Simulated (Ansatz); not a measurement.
Cost and result for the atomization energy of Cl$_{3}$GeHSe (`[Cl][Ge]([Cl])([Cl])[SeH]`) (6 atoms, 5 bonds).

```xyz
6

Cl   -0.8169   -0.8783   -1.8750
Ge   -0.4464    0.1078   -0.0224
Cl   -1.6382    1.8674    0.0661
Cl   -1.0827   -1.2272    1.5123
Se    1.7696    0.7634    0.2182
H     2.2146   -0.6332    0.1008
```

Charge 0, multiplicity 1. Correlated methods include outer-core shells of Ge, Se, which these sets cover unevenly. Scalar relativity is left out up to krypton. Geometry: relaxed with PBE0-D4/def2-TZVP. It is one conformer, not always the lowest. Program: Ansatz. All runs use 4 threads of an Arm Neoverse V2 on a shared host. Times are those of one run each, without the atoms' runs, and a repeat can differ threefold. Electronic energies, without spin–orbit coupling; frozen cores. CCSD(T)/CBS adds CCSD(T) − MP2 in def2-TZVPP to the MP2 limit, and its time is that of the two runs behind it. T1 = 0.009. With those shells the extrapolation isn't a true limit. B3LYP takes the VWN-RPA correlation (the form of Gaussian; ORCA's B3LYP/G).

CCSD(T)/CBS is a level of theory with its own doubt, some kJ/mol a heavy atom from the limit and from the frozen cores, so smaller differences don't rank the functionals.

```tsv
level	functions	wall time	atomization (kcal/mol)	difference from CCSD(T)/CBS	per bond
LDA (SPW92)/def2-TZVPP	236	1.1 s	462.0	68.6	13.7
revPBE-D4/def2-TZVPP	236	1.9 s	387.6	-5.8	-1.2
BLYP-D4/def2-TZVPP	236	1.9 s	380.9	-12.5	-2.5
PBE0-D4/def2-TZVPP	236	4.1 s	393.3	-0.1	0.0
BHLYP-D4/def2-TZVPP	236	4.5 s	371.6	-21.8	-4.4
PBE-QIDH/def2-TZVPP	236	6 s	393.0	-0.4	-0.1
B3LYP-D4/def2-TZVPP (with forces)	236	6.5 s	381.7	-11.7	-2.3
r2SCANh-D4/def2-TZVPP	236	7 s	393.9	0.5	0.1
CCSD(T)/def2-SVP	123	7.5 s	350.7	-42.7	-8.6
ωB97X-V/def2-TZVPP	236	9 s	395.1	1.7	0.3
MP2/def2-QZVPP	418	20 s	404.2	10.8	2.1
CCSD(T)/def2-TZVPP	236	3.3 min	380.2	-13.2	-2.7
CCSD(T)/CBS(def2)	–	3.6 min	393.4	0.0	0.0
```

From BLYP to BHLYP (50 % exact exchange), in def2-TZVPP and without D4, the atomization energy moves by −5.5 kcal/mol: exact exchange takes away binding that semilocal exchange gives to molecules. Leaving LDA and LC-ωPBE aside and taking each functional with its dispersion term where it has one, the values, not all of them listed here, spread over 29.1 kcal/mol, from BHLYP-D4 to PBE-D4. LDA lies +68.1 kcal/mol from PBE without D4, its usual overbinding. The D4 term adds +11.2 kcal/mol with B3LYP and +5.9 kcal/mol with PBE0; it sums over pairs of atoms, weighted by their polarisabilities, and B3LYP, whose exchange is more repulsive, gets the larger term.
